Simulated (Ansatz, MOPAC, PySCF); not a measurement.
Molecule: CHO, charge 0, multiplicity 2. SMILES: [CH-]=[O+]
Geometry from a B3LYP-D3(BJ)/def2-TZVP (Ansatz, a quantum-chemistry and plane-wave program) optimisation:
```
C
O 1 1.1718
H 1 1.1249 2 124.43
```
Charge 0, spin multiplicity 2.

Unscaled harmonic wavenumbers (cm⁻¹) in rising order, each level at the stationary point that it reaches from this structure (no distance between atoms moves by over 0.3 Å); the order of modes can differ between levels, and a negative number is imaginary. B3LYP-D3(BJ)/def2-TZVP (PySCF, at the structure above): 1108, 1934, 2642.

PM6 (MOPAC): 742, 1971, 2697. Zero-point energy 7.7 against 8.1 kcal/mol; where all levels lie over 400 cm⁻¹, the wavenumbers are on average 0.903 times those of B3LYP-D3(BJ)/def2-TZVP.

HF/3-21G (Ansatz): 1239, 1945, 2966. Zero-point energy 8.8 against 8.1 kcal/mol; where all levels lie over 400 cm⁻¹, the wavenumbers are on average 1.082 times those of B3LYP-D3(BJ)/def2-TZVP.

HF/6-31G* (Ansatz): 1251, 2143, 2918. Zero-point energy 9.0 against 8.1 kcal/mol; where all levels lie over 400 cm⁻¹, the wavenumbers are on average 1.114 times those of B3LYP-D3(BJ)/def2-TZVP.

B3LYP/6-31G* (Ansatz): 1131, 1947, 2660. Zero-point energy 8.2 against 8.1 kcal/mol; where all levels lie over 400 cm⁻¹, the wavenumbers are on average 1.011 times those of B3LYP-D3(BJ)/def2-TZVP.
